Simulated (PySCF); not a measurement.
PySCF job for CHS, SMILES [CH][S] (connectivity only; charge and spin as stated), neutral, multiplicity 2, TDA-B3LYP/def2-TZVPD. Geometry: B3LYP-D3(BJ)/def2-TZVPD.

```python
import numpy as np
from pyscf import gto, scf, dft, tdscf

mol = gto.M(
    atom='''
    C    -0.14591659   -1.04131835    0.00000000
    S     0.01890454    0.50664514    0.00000000
    H     0.57302687   -1.85841213    0.00000000
    ''',
    basis='def2-TZVPD',
    charge=0,
    spin=1,
    max_memory=1600,
    verbose=4,
)
mf = dft.UKS(mol, xc='b3lyp').density_fit(auxbasis='def2-universal-jkfit')
mf.grids.level = 3
mf.conv_tol = 1e-9
mf.max_cycle = 100
mf.kernel()
fine, coarse = mf.grids, dft.Grids(mol).set(level=1).build(with_non0tab=True)
for _ in range(3):  # follow internal instabilities
    mf.grids = coarse
    mo, _, stable, _ = mf.stability(return_status=True, nroots=4)
    mf.grids = fine
    if stable:
        break
    mf.kernel(mf.make_rdm1(mo, mf.mo_occ))
mf.grids = dft.Grids(mol).set(level=1).build(with_non0tab=True)  # coarser grid for the response kernel
td = tdscf.TDA(mf)
td.nstates = 10
td.conv_tol = 1e-4
td.positive_eig_threshold = 1e-6
td.kernel(x0=td.get_init_guess(mf, 15))
td.analyze()
```

It prints:

```
PySCF version 2.14.0

[INPUT] verbose = 4
[INPUT] num. atoms = 3
[INPUT] num. electrons = 23
[INPUT] charge = 0
[INPUT] spin (= nelec alpha-beta = 2S) = 1
[INPUT] symmetry False subgroup None
[INPUT] Mole.unit = angstrom
[INPUT] Symbol           X                Y                Z      unit          X                Y                Z       unit  Magmom
[INPUT]  1 C     -0.145916590000  -1.041318350000   0.000000000000 AA   -0.275742392130  -1.967806489984   0.000000000000 Bohr   0.0
[INPUT]  2 S      0.018904540000   0.506645140000   0.000000000000 AA    0.035724403111   0.957420556942   0.000000000000 Bohr   0.0
[INPUT]  3 H      0.573026870000  -1.858412130000   0.000000000000 AA    1.082863846317  -3.511889952270   0.000000000000 Bohr   0.0

nuclear repulsion = 39.0363785865807
number of shells = 34
number of NR pGTOs = 135
number of NR cGTOs = 92
basis = def2-TZVPD
ecp = {}


[settings echo left out]
init E= -436.985225309379
  alpha nocc = 12  HOMO = -0.171637320723619  LUMO = -0.13439122455798
  beta  nocc = 11  HOMO = -0.347993469285384  LUMO = -0.171637320723615

WARN: HOMO -0.171637320723619 >= LUMO -0.171637320723615

cycle= 1 E= -436.848314386942  delta_E= 0.137  |g|= 0.104  |ddm|= 1.06
  alpha nocc = 12  HOMO = -0.193224903848829  LUMO = -0.0777455427409973
  beta  nocc = 11  HOMO = -0.295967650871678  LUMO = -0.0875602858951861
  HOMO = -0.193224903849  LUMO = -0.0875602858952  gap/eV = 2.87528
cycle= 2 E= -436.851262074666  delta_E= -0.00295  |g|= 0.0801  |ddm|= 0.18
  alpha nocc = 12  HOMO = -0.212526417362284  LUMO = -0.0946932633184188
  beta  nocc = 11  HOMO = -0.316771345866577  LUMO = -0.103131549420556
  HOMO = -0.212526417362  LUMO = -0.103131549421  gap/eV = 2.97679
cycle= 3 E= -436.853689099964  delta_E= -0.00243  |g|= 0.0461  |ddm|= 0.106
  alpha nocc = 12  HOMO = -0.211653800380173  LUMO = -0.0912542763629549
  beta  nocc = 11  HOMO = -0.315676155974398  LUMO = -0.0988139758728206
  HOMO = -0.21165380038  LUMO = -0.0988139758728  gap/eV = 3.07053
cycle= 4 E= -436.854507770678  delta_E= -0.000819  |g|= 0.0295  |ddm|= 0.0467
  alpha nocc = 12  HOMO = -0.211063861470617  LUMO = -0.0900018247278984
  beta  nocc = 11  HOMO = -0.312673985805827  LUMO = -0.0969901311673036
  HOMO = -0.211063861471  LUMO = -0.0969901311673  gap/eV = 3.10410
cycle= 5 E= -436.855003278818  delta_E= -0.000496  |g|= 0.00322  |ddm|= 0.0227
  alpha nocc = 12  HOMO = -0.211621205772559  LUMO = -0.0899291676044139
  beta  nocc = 11  HOMO = -0.312432388451146  LUMO = -0.0964125552597521
  HOMO = -0.211621205773  LUMO = -0.0964125552598  gap/eV = 3.13499
cycle= 6 E= -436.855020508341  delta_E= -1.72e-05  |g|= 0.00101  |ddm|= 0.00817
  alpha nocc = 12  HOMO = -0.211623227093877  LUMO = -0.0897392334183818
  beta  nocc = 11  HOMO = -0.312342886937721  LUMO = -0.096170711499836
  HOMO = -0.211623227094  LUMO = -0.0961707114998  gap/eV = 3.14162
cycle= 7 E= -436.855025564278  delta_E= -5.06e-06  |g|= 0.000491  |ddm|= 0.00385
  alpha nocc = 12  HOMO = -0.211673816833112  LUMO = -0.0896750016511462
  beta  nocc = 11  HOMO = -0.312376829123373  LUMO = -0.0961838358989707
  HOMO = -0.211673816833  LUMO = -0.096183835899  gap/eV = 3.14264
cycle= 8 E= -436.855026945448  delta_E= -1.38e-06  |g|= 0.000211  |ddm|= 0.00236
  alpha nocc = 12  HOMO = -0.21165075845261  LUMO = -0.0896281752723622
  beta  nocc = 11  HOMO = -0.312368459354172  LUMO = -0.0961621538707405
  HOMO = -0.211650758453  LUMO = -0.0961621538707  gap/eV = 3.14261
cycle= 9 E= -436.855027109257  delta_E= -1.64e-07  |g|= 0.000105  |ddm|= 0.000723
  alpha nocc = 12  HOMO = -0.211645086842513  LUMO = -0.0896032475910923
  beta  nocc = 11  HOMO = -0.31235980581306  LUMO = -0.0961540189806002
  HOMO = -0.211645086843  LUMO = -0.0961540189806  gap/eV = 3.14267
cycle= 10 E= -436.855027143858  delta_E= -3.46e-08  |g|= 3.78e-05  |ddm|= 0.000373
  alpha nocc = 12  HOMO = -0.211653133098988  LUMO = -0.0896069648150746
  beta  nocc = 11  HOMO = -0.312368322364662  LUMO = -0.0961619805035508
  HOMO = -0.211653133099  LUMO = -0.0961619805036  gap/eV = 3.14267
cycle= 11 E= -436.855027146312  delta_E= -2.45e-09  |g|= 1.35e-05  |ddm|= 9.16e-05
  alpha nocc = 12  HOMO = -0.211650837072401  LUMO = -0.0896028431991731
  beta  nocc = 11  HOMO = -0.31236441760689  LUMO = -0.0961587844073281
  HOMO = -0.211650837072  LUMO = -0.0961587844073  gap/eV = 3.14270
cycle= 12 E= -436.855027146553  delta_E= -2.41e-10  |g|= 2.48e-06  |ddm|= 3.07e-05
  alpha nocc = 12  HOMO = -0.211651250668261  LUMO = -0.0896031430551506
  beta  nocc = 11  HOMO = -0.312365205043402  LUMO = -0.0961591415239224
  HOMO = -0.211651250668  LUMO = -0.0961591415239  gap/eV = 3.14270
Extra cycle  E= -436.855027146556  delta_E= -2.96e-12  |g|= 2.72e-06  |ddm|= 5.49e-06
converged SCF energy = -436.855027146556  <S^2> = 0.7563224  2S+1 = 2.0063124
tot grids = 13968
uhf_internal: lowest eigs of H = [0.07425929 0.17661527 0.23496917 0.26964845]
<class 'pyscf.df.df_jk.DFUKS'> wavefunction is stable in the internal stability analysis
tot grids = 13968
Overwritten attributes  positive_eig_threshold  of <class 'pyscf.tdscf.uks.TDA'>


******** <class 'pyscf.tdscf.uks.TDA'> for <class 'pyscf.df.df_jk.DFUKS'> ********
nstates = 10
deg_eia_thresh = 1.000e-03
wfnsym = None
conv_tol = 0.0001
eigh lindep = 1e-12
eigh level_shift = 0
eigh max_cycle = 100


Excitation energies (eV)
[1.13228629 3.8275308  4.0032639  4.27450691 4.66927812 4.86027229
 5.21710712 5.31055274 5.80446682 5.90682827]

** Excitation energies and oscillator strengths **
Excited State   1:      1.13229 eV   1094.99 nm  f=0.0002
      12a ->   13a     -0.99661
Excited State   2:      3.82753 eV    323.93 nm  f=0.0029
      11a ->   13a      0.75746
      10b ->   13b     -0.47720
      11b ->   12b      0.43172
Excited State   3:      4.00326 eV    309.71 nm  f=0.0006
      10a ->   13a      0.35417
      10b ->   12b      0.23103
      11b ->   13b     -0.90055
Excited State   4:      4.27451 eV    290.05 nm  f=0.0107
      10b ->   13b     -0.59542
      11b ->   12b     -0.78981
Excited State   5:      4.66928 eV    265.53 nm  f=0.0006
      10a ->   13a     -0.35614
      10b ->   12b     -0.85614
      11b ->   13b     -0.36519
Excited State   6:      4.86027 eV    255.10 nm  f=0.0027
      12a ->   14a     -0.98721
      12a ->   19a     -0.11346
Excited State   7:      5.21711 eV    237.65 nm  f=0.0016
      10a ->   13a      0.85806
      10b ->   12b     -0.45141
      11b ->   13b      0.22316
Excited State   8:      5.31055 eV    233.47 nm  f=0.0161
      12a ->   15a     -0.98748
      12a ->   19a     -0.10240
Excited State   9:      5.80447 eV    213.60 nm  f=0.0490
      12a ->   16a      0.98535
Excited State  10:      5.90683 eV    209.90 nm  f=0.0026
      12a ->   17a     -0.99763

** Transition electric dipole moments (AU) **
state          X           Y           Z        Dip. S.      Osc.
  1         0.0000      0.0000     -0.0924      0.0085      0.0002
  2         0.0998      0.1447     -0.0000      0.0309      0.0029
  3         0.0000      0.0000      0.0812      0.0066      0.0006
  4        -0.1707     -0.2703     -0.0000      0.1022      0.0107
  5         0.0000      0.0000     -0.0737      0.0054      0.0006
  6        -0.1025      0.1098     -0.0000      0.0226      0.0027
  7         0.0000      0.0000     -0.1131      0.0128      0.0016
  8        -0.3459     -0.0628     -0.0000      0.1236      0.0161
  9         0.0815      0.5815      0.0000      0.3448      0.0490
 10         0.0000      0.0000     -0.1349      0.0182      0.0026

** Transition velocity dipole moments (imaginary part, AU) **
state          X           Y           Z        Dip. S.      Osc.
  1         0.0000     -0.0000      0.0241      0.0006      0.0093
  2         0.0077      0.0043      0.0000      0.0001      0.0004
  3         0.0000      0.0000     -0.0034      0.0000      0.0001
  4        -0.0031      0.0092      0.0000      0.0001      0.0004
  5         0.0000     -0.0000     -0.0078      0.0001      0.0002
  6        -0.0468      0.0115     -0.0000      0.0023      0.0087
  7         0.0000      0.0000     -0.0021      0.0000      0.0000
  8        -0.0824     -0.0169     -0.0000      0.0071      0.0242
  9         0.0300      0.1117      0.0000      0.0134      0.0418
 10         0.0000      0.0000     -0.0255      0.0007      0.0020

** Transition magnetic dipole moments (imaginary part, AU) **
state          X           Y           Z
  1        -0.1041      0.9563      0.0000
  2        -0.0000      0.0000     -0.1239
  3         0.1350     -0.0079     -0.0000
  4        -0.0000      0.0000      0.2323
  5         0.3840      0.0535     -0.0000
  6        -0.0000      0.0000      0.6273
  7        -0.4266      0.0750     -0.0000
  8        -0.0000      0.0000     -0.1971
  9         0.0000     -0.0000     -0.1730
 10        -0.0057      0.0275     -0.0000
```

Self-consistency was reached.

Cost: about 17 core-seconds (a rough figure).
